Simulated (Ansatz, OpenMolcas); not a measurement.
**A ladder of methods for BBr2F (dibromofluoroborane)**

BBr2F has 4 atoms, charge 0, and is taken as a singlet. SMILES: `FB(Br)Br`. The shape is that of a PBE0-D4/def2-TZVP optimisation.

Quantity: the vertical energy of the triplet above the singlet, in eV. The values are calculated.

```csv
level,kind,program,value (eV),CPU time (all runs)
BLYP/cc-pVDZ,GGA,OpenMolcas,5.44,59 s
BHLYP/cc-pVDZ,global hybrid,OpenMolcas,6.05,70 s
PBE0/cc-pVDZ,global hybrid,OpenMolcas,5.74,56 s
CAM-B3LYP/cc-pVDZ,range-separated hybrid,Ansatz,5.96,21 s
B2PLYP/cc-pVDZ,double hybrid,Ansatz,6.06,26 s
MP2/cc-pVDZ,perturbation theory,Ansatz,6.78,19 s
CCSD(T)/cc-pVDZ,coupled cluster or CI,Ansatz,6.37,67 s
CCSD/cc-pVDZ,coupled cluster or CI,Ansatz,6.39,56 s
```

All-electron rows without a relativistic Hamiltonian named are non-relativistic. Spin-orbit coupling, which can split open shells on such heavy atoms by tenths of an eV, is left out. The values span 5.44 to 6.78 eV. The coupled-cluster rows rest on a doubtful reference here (large T1 or Brueckner and Hartree–Fock orbitals at odds), and rows may lie in different states. A triplet this far above the singlet is often a Rydberg-like or dissociative state; sets without diffuse functions put Rydberg states too high. In the correlated wave-function rows the outer d shell of Br is correlated, in sets not made for it. CPU times are rough (shared hosts, several kinds of processor): they show what a rung costs within a factor of a few.
